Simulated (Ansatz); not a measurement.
Ideal-gas functions of FH2MoNO2 (`[NH2][Mo](=[O])(=[O])[F]`) at 298.15 K and 1 bar, from an Ansatz frequency run at PBE0-D4/def2-TZVP.

Molar mass 162.96 g/mol, point group Cs (symmetry number 1), electronic degeneracy 1, moments of inertia 132.202, 149.265, 157.576 u Å². Harmonic wavenumbers (cm⁻¹, unscaled): 206, 225, 236, 271, 346, 381, 491, 671, 699, 743, 1047, 1072, 1540, 3572, 3678.

Use S(trans) = R[1.5 ln M + 2.5 ln T − 1.1517]; rotational temperatures θ = 24.2544 K / I; S(rot) = R[ln(√π/σ · √(T³/θAθBθC)) + 1.5]; for each mode x = 1.438777 ν̃/T, S = R[x/(eˣ − 1) − ln(1 − e⁻ˣ)] and H = RT x/(eˣ − 1); 1 cm⁻¹ = 0.0119627 kJ/mol; R = 8.31446 J/(mol·K).

**Question.** By hand: the entropy, in J/(mol·K).

**Answer.** Translation 172.4. Rotation: θ = 0.1835, 0.1625, 0.1539 K, giving 110.7. Vibration, mode by mode: 8.70, 8.03, 7.67, 6.65, 4.96, 4.33, 2.85, 1.43, 1.29, 1.08, 0.32, 0.29, 0.04, 0.00, 0.00, in all 47.6. Electronic 0.0. Sum 330.7 J/(mol·K).

**Question.** By hand: H − E and G − E in kJ/mol, counted from the electronic energy.

**Answer.** Zero-point energy ½ × 15178 × 0.0119627 = 90.8; thermal vibration 8.8; translation, rotation and pV give 4 RT = 9.9. H − E = 109.5 kJ/mol, and G − E = 109.5 − 298.15 × 330.7/1000 = 10.9 kJ/mol.

Vibration gives 14 % of the entropy. The sum counts one conformer and one mirror image; others add a mixing term.
